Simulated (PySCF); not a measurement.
Where the electron goes

Species: C5H3PS.
Numbering: `[P:1]#[C:2][c:3]1[cH:4][cH:5][s:6][cH:7]1` (hydrogens: H8 on C4; H9 on C5; H10 on C7)

Level of theory: PySCF 2.14.0, density-fitted response routines, TDDFT wB97X-D/def2-SVPD, vertical, gas phase, core orbitals frozen in the response. Geometry: GFN2-xTB; no solvent, vibrations or thermal averaging.

Frontier orbitals with the atoms that hold most of them (Löwdin shares over 4%, at most four atoms; ? is withheld):

```
orbital  ε (eV)                           atoms
 LUMO+2    1.40   C5 28%, C4 23%, S6 14%, P1 8%
 LUMO+1    0.53           P1 52%, C2 34%, C3 4%
   LUMO   -0.21  P1 33%, C2 22%, C7 18%, S6 12%
   HOMO       ?                               ?
 HOMO-1   -9.36                               ?
 HOMO-2   -9.53           C2 45%, P1 41%, C3 6%
 HOMO-3  -10.93  C2 27%, S6 22%, C3 17%, P1 16%
```

Which atoms hold the HOMO, and with what shares?

P1 (bonded to C) 28%; C2 (bonded to C and P) 22%; C3 (bonded to 3 C) 14%; C7 (bonded to C, S and H) 13%. By element: carbon 48% or more, phosphorus 28%.

Which atoms hold the HOMO-1, and with what shares?

C4 (bonded to 2 C and H) 27%; C5 (bonded to C, S and H) 23%; S6 (bonded to 2 C) 20%; C7 (bonded to C, S and H) 17%. By element: carbon 67% or more, sulfur 20%.

What is the HOMO energy, and the HOMO–LUMO gap?

ε(HOMO) = -8.32 eV; the gap is 8.11 eV (0.2981 hartree).

The HOMO–LUMO gap is 8.11 eV. Where does the response calculation put the lowest singlet, and from which orbitals?

S1 is at 3.83 eV (f = 0.0000), 4.28 eV below the gap, made of HOMO→LUMO+1 (77%), HOMO-2→LUMO (14%). Its leading pair isn't HOMO and LUMO; the energies of that pair differ by 8.85 eV. Without the coupling terms of the response equations the lowest excitation would equal the gap.

Give energy, strength and leading configuration of S1, S3, S4 and S6, and follow the Löwdin shares of the leading atoms from the occupied to the empty orbital.

- S1 (3.83 eV, f 0.0000), HOMO→LUMO+1 (77%): P1 28% → 52%, C2 22% → 34%
- S3 (4.25 eV, f 0.0001), HOMO-2→LUMO (80%): C2 45% → 22%, P1 41% → 33%
- S4 (5.24 eV, f 0.029), HOMO-1→LUMO (83%): C4 27% → at most 12%, C5 23% → at most 12%, P1 at most 13% → 33%, C2 at most 13% → 22%
- S6 (6.06 eV, f 0.0002), HOMO-1→LUMO+1 (72%): C4 27% → at most 4%, C5 23% → at most 4%, P1 at most 13% → 52%, C2 at most 13% → 34%

Löwdin shares depend on the basis, the more so with diffuse functions.

Rough CPU time on one thread of a shared machine: about 50 s.
